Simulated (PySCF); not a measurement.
CuI (SMILES [Cu][I]), singlet, at a GFN2-xTB geometry (such geometries of metal compounds can be far from the true shape) (core potentials on I); DF-WB97X/def2-SVPD (PySCF).

Here is a job for PySCF.
```python
from pyscf import gto, scf, dft

mol = gto.Mole()
mol.atom = '''
    Cu   -0.00000000   -0.00000000   -1.55408011
    I     0.00000000    0.00000000    0.85034572
'''
mol.basis = 'def2-svpd'
mol.ecp = {'I': 'def2-svpd'}
mol.verbose = 4
mol.build()

mf = dft.RKS(mol)
mf.xc = 'wb97x'
mf = mf.density_fit(auxbasis='def2-universal-jkfit')
mf.kernel()
```

Task: Write the output that PySCF gives for this input, abridged.

Result: 
```
PySCF version 2.14.0

[INPUT] verbose = 4
[INPUT] num. atoms = 2
[INPUT] num. electrons = 54
[INPUT] charge = 0
[INPUT] spin (= nelec alpha-beta = 2S) = 0
[INPUT] symmetry False subgroup None
[INPUT] Mole.unit = angstrom
[INPUT] Symbol           X                Y                Z      unit          X                Y                Z       unit  Magmom
[INPUT]  1 Cu     0.000000000000   0.000000000000  -1.554080110000 AA    0.000000000000   0.000000000000  -2.936785783534 Bohr   0.0
[INPUT]  2 I      0.000000000000   0.000000000000   0.850345720000 AA    0.000000000000   0.000000000000   1.606920521996 Bohr   0.0

nuclear repulsion = 159.561369342385
number of shells = 25
number of NR pGTOs = 146
number of NR cGTOs = 69
basis = def2-svpd
ecp = {'I': 'def2-svpd'}

******** <class 'pyscf.df.df_jk.DFRKS'> ********
method = DFRKS
initial guess = minao
damping factor = 0
level_shift factor = 0
DIIS = <class 'pyscf.scf.diis.CDIIS'>
diis_start_cycle = 1
diis_space = 8
diis_damp = 0
SCF conv_tol = 1e-09
SCF conv_tol_grad = None
SCF max_cycles = 50
direct_scf = False
XC library pyscf.dft.libxc version 7.1.2
    S. Lehtola, C. Steigemann, M. J. T. Oliveira, and M. A. L. Marques,  SoftwareX 7, 1–5 (2018)
XC functionals = wb97x
    J.-D. Chai and M. Head-Gordon,  J. Chem. Phys. 128, 084106 (2008)
radial grids:
    Treutler-Ahlrichs [JCP 102, 346 (1995); DOI:10.1063/1.469408] (M4) radial grids

becke partition: Becke, JCP 88, 2547 (1988); DOI:10.1063/1.454033
pruning grids: <function nwchem_prune>
grids dens level: 3
symmetrized grids: False
atomic radii adjust function: <function treutler_atomic_radii_adjust>
small_rho_cutoff = 0
Set gradient conv threshold to 3.16228e-05
Initial guess from minao.
tot grids = 42600
******** <class 'pyscf.df.df.DF'> ********
auxbasis = def2-universal-jkfit
Create RSH-DF object <pyscf.df.df.DF object> for omega=0.3
******** <class 'pyscf.df.df.DF'> ********
auxbasis = auxmol.basis = def2-universal-jkfit
init E= -1906.2013978233
  HOMO = -0.60764883766706  LUMO = -0.488450777130126  gap/eV = 3.24354
cycle= 1 E= -1936.30900097534  delta_E= -30.1  |g|= 3.26  |ddm|= 8.72
  HOMO = -0.0357533529839542  LUMO = -0.0251511954350481  gap/eV = 0.28850
cycle= 2 E= -1932.9617503721  delta_E= 3.35  |g|= 3.66  |ddm|= 8.42
  HOMO = -0.142959491160538  LUMO = -0.0389976645798029  gap/eV = 2.82895
cycle= 3 E= -1937.48497504807  delta_E= -4.52  |g|= 1.65  |ddm|= 5.57
  HOMO = -0.385128838581759  LUMO = -0.0647737142719294  gap/eV = 8.71731
cycle= 4 E= -1938.01986736959  delta_E= -0.535  |g|= 0.601  |ddm|= 1.25
  HOMO = -0.265215199790406  LUMO = -0.0531457553863603  gap/eV = 5.77070
cycle= 5 E= -1938.09725787527  delta_E= -0.0774  |g|= 0.251  |ddm|= 1.01
  HOMO = -0.314135075109319  LUMO = -0.0329340295798062  gap/eV = 7.65187
cycle= 6 E= -1938.11098718586  delta_E= -0.0137  |g|= 0.0352  |ddm|= 0.298
  HOMO = -0.32130083683824  LUMO = -0.0333969406707979  gap/eV = 7.83426
cycle= 7 E= -1938.11178192238  delta_E= -0.000795  |g|= 0.0165  |ddm|= 0.0715
  HOMO = -0.324727060650228  LUMO = -0.0314770230359471  gap/eV = 7.97974
cycle= 8 E= -1938.11209443998  delta_E= -0.000313  |g|= 0.00848  |ddm|= 0.0587
  HOMO = -0.324073519260448  LUMO = -0.031728819017296  gap/eV = 7.95510
cycle= 9 E= -1938.11214511775  delta_E= -5.07e-05  |g|= 0.00351  |ddm|= 0.0216
  HOMO = -0.324478390251191  LUMO = -0.0319498203726596  gap/eV = 7.96011
cycle= 10 E= -1938.11216651576  delta_E= -2.14e-05  |g|= 0.0014  |ddm|= 0.0193
  HOMO = -0.32462413974587  LUMO = -0.0319078475178785  gap/eV = 7.96522
cycle= 11 E= -1938.11217097349  delta_E= -4.46e-06  |g|= 0.000473  |ddm|= 0.00919
  HOMO = -0.324688037858374  LUMO = -0.0319237621671533  gap/eV = 7.96652
cycle= 12 E= -1938.11217170029  delta_E= -7.27e-07  |g|= 0.000108  |ddm|= 0.00425
  HOMO = -0.324693218684832  LUMO = -0.0319410395502473  gap/eV = 7.96619
cycle= 13 E= -1938.11217172985  delta_E= -2.96e-08  |g|= 2.69e-05  |ddm|= 0.000859
  HOMO = -0.32469834853716  LUMO = -0.031942261306142  gap/eV = 7.96630
cycle= 14 E= -1938.11217173118  delta_E= -1.33e-09  |g|= 6.63e-06  |ddm|= 0.000216
  HOMO = -0.324696601192429  LUMO = -0.0319416562584038  gap/eV = 7.96627
cycle= 15 E= -1938.11217173121  delta_E= -2.32e-11  |g|= 3.64e-06  |ddm|= 3.06e-05
  HOMO = -0.324697186762569  LUMO = -0.0319417182314936  gap/eV = 7.96628
Extra cycle  E= -1938.11217173121  delta_E= -4.55e-12  |g|= 4.12e-06  |ddm|= 8.47e-06
converged SCF energy = -1938.11217173121
```
